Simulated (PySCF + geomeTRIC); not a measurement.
Species: H$_{4}$BSi, SMILES `B[SiH2]` (charge 0, multiplicity 2).

Question: Give a relaxed geometry from PBE0-D4/def2-TZVP in PySCF + geomeTRIC.

Answer: This is not unique; one that fits is the end point of this relaxation, one of several conformers (outside a Z-matrix the atoms follow the SMILES, hydrogens last).
Cartesian coordinates (Å) in one orientation:
```xyz
6

B     -1.045    -0.037     0.015
Si     0.876     0.031    -0.012
H     -1.662     0.848     0.526
H     -1.611    -0.965    -0.481
H      1.692     1.127     0.568
H      1.751    -1.004    -0.616
```
